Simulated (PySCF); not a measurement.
## Field gradients at the hydrogen positions

Species: C2H13O2PSi3.
Structure used (GFN2-xTB), in Å, numbered top down from 1:
```xyz
21
C2H13O2PSi3 angstrom
C      3.3931    0.9274   -0.2759
O      2.9695    0.1359    0.8192
C      2.2723   -0.9975    0.4470
O      1.0189   -0.7252   -0.0731
Si    -0.0138    0.2901    0.6605
P     -1.6396    0.3508   -0.8310
Si    -2.4333   -1.7311   -0.7806
Si    -3.1081    1.4649    0.3983
H      2.5457    1.2328   -0.8953
H      4.1104    0.3751   -0.8932
H      3.8722    1.8050    0.1515
H      2.8173   -1.5735   -0.3184
H      2.1737   -1.5968    1.3602
H     -0.3565   -0.2314    1.9900
H      0.5092    1.6450    0.8316
H     -3.6908   -1.7076   -1.5302
H     -2.6995   -2.2110    0.5813
H     -1.4599   -2.6056   -1.4306
H     -3.3765    0.8433    1.6984
H     -4.3477    1.5230   -0.3734
H     -2.5656    2.8034    0.6180
```

Level: PBE0/pcSseg-1 (PySCF, non-relativistic); Q(2H) = 0.00286 b; rigid geometry, the same for H and D, with no vibrational averaging.

Task: Rank these positions by the coupling χzz of a deuteron there, largest first.
A. H10 (methyl hydrogen)
B. H14 (Si–H hydrogen)
C. H12 (methylene hydrogen)
D. H13 (methylene hydrogen)
E. H20 (Si–H hydrogen)
F. H11 (methyl hydrogen)

Result: F (207 kHz), A (196 kHz), D (189 kHz), C (183 kHz), E (111 kHz), B (105 kHz).

Task: What are Vzz, η and χzz (234.96 MHz × Q × Vzz) at all hydrogens?

Result: 
| atom | bonded to | bond length (Å) | Vzz (au) | η | χzz (kHz) |
| --- | --- | --- | --- | --- | --- |
| H9 | C1 | 1.093 | 0.2929 | 0.09 | 197 |
| H10 | C1 | 1.096 | 0.2922 | 0.08 | 196 |
| H11 | C1 | 1.087 | 0.3076 | 0.07 | 207 |
| H12 | C3 | 1.102 | 0.2728 | 0.04 | 183 |
| H13 | C3 | 1.097 | 0.2816 | 0.03 | 189 |
| H14 | Si5 | 1.469 | 0.1560 | 0.04 | 105 |
| H15 | Si5 | 1.462 | 0.1612 | 0.04 | 108 |
| H16 | Si7 | 1.464 | 0.1624 | 0.01 | 109 |
| H17 | Si7 | 1.468 | 0.1591 | 0.01 | 107 |
| H18 | Si7 | 1.461 | 0.1648 | 0.01 | 111 |
| H19 | Si8 | 1.466 | 0.1608 | 0.01 | 108 |
| H20 | Si8 | 1.461 | 0.1649 | 0.01 | 111 |
| H21 | Si8 | 1.461 | 0.1649 | 0.02 | 111 |

Task: Average by the element that carries the hydrogen.

Result: on C: 194 kHz over 5 positions, mean bond length 1.095 Å; on Si: 109 kHz over 8 positions, mean bond length 1.464 Å.

Task: A static deuteron (I = 1) shows a doublet split by (3/2)χ, (3/4)χ(1 + η) and (3/4)χ(1 − η) with the field along z, y and x of the gradient. What are these for H12?

Result: With |χ| = 183.3 kHz and η = 0.043: 275, 143 and 132 kHz, to first order and without motion.

Geometry: GFN2-xTB, one conformer, isolated molecule. GFN2-xTB bond lengths can be off by several hundredths of an ångström, more for odd bonds, and the gradients follow them. With so small a basis the couplings can be 20 % off.

These values come from a run that also computed NMR shieldings. On an Arm Neoverse V2 with one thread (shared host), this took 50 s wall and 1.0 GiB of memory at its peak.
